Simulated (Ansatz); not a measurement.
C3H10Si2 (`CC1[SiH2]C[SiH2]1`). Charge 0, multiplicity 1. The structure was optimised at the PBE0-D4/def2-TZVP level.

```xyz
15

C    -0.762   -1.325    1.420
C    -0.563   -0.565    0.120
Si   -0.538    1.331    0.045
C     0.780    1.293   -1.311
Si    1.114   -0.487   -0.765
H    -1.761   -1.166    1.837
H    -0.636   -2.403    1.286
H    -0.041   -1.006    2.177
H    -1.292   -0.890   -0.637
H    -1.823    2.014   -0.279
H    -0.002    1.909    1.309
H     1.595    2.013   -1.264
H     0.332    1.330   -2.308
H     2.237   -0.556    0.211
H     1.359   -1.490   -1.841
```

(1) What is the dipole moment at ωB97M-V/def2-TZVPP? (Best estimate.)

(2) And with PBE, r2SCAN, B3LYP? (An estimate is asked.)

(3) Give the Mulliken charges with ωB97M-V, PBE, B3LYP in def2-TZVPP. (Estimate.)

## Answers

(1) Computed: 0.52 D, with components (-0.34, -0.15, -0.37) D in this frame, pointing from negative to positive charge.

(2) The calculation gave: PBE 0.53 D, r2SCAN 0.53 D, B3LYP 0.52 D.

(3) The calculation gave: 
```
atom  ωB97M-V    PBE  B3LYP
  C1    -0.32  -0.27  -0.27
  C2    -0.33  -0.14  -0.21
 Si3     0.27   0.23   0.32
  C4    -0.46  -0.31  -0.38
 Si5     0.27   0.23   0.32
  H6     0.11   0.08   0.08
  H7     0.11   0.08   0.08
  H8     0.11   0.09   0.08
  H9     0.13   0.09   0.09
 H10    -0.03  -0.07  -0.08
 H11    -0.03  -0.07  -0.08
 H12     0.12   0.09   0.10
 H13     0.13   0.10   0.11
 H14    -0.03  -0.07  -0.08
 H15    -0.03  -0.07  -0.08
```

B3LYP here is the variant with VWN-RPA as its local correlation; programs differ in this.
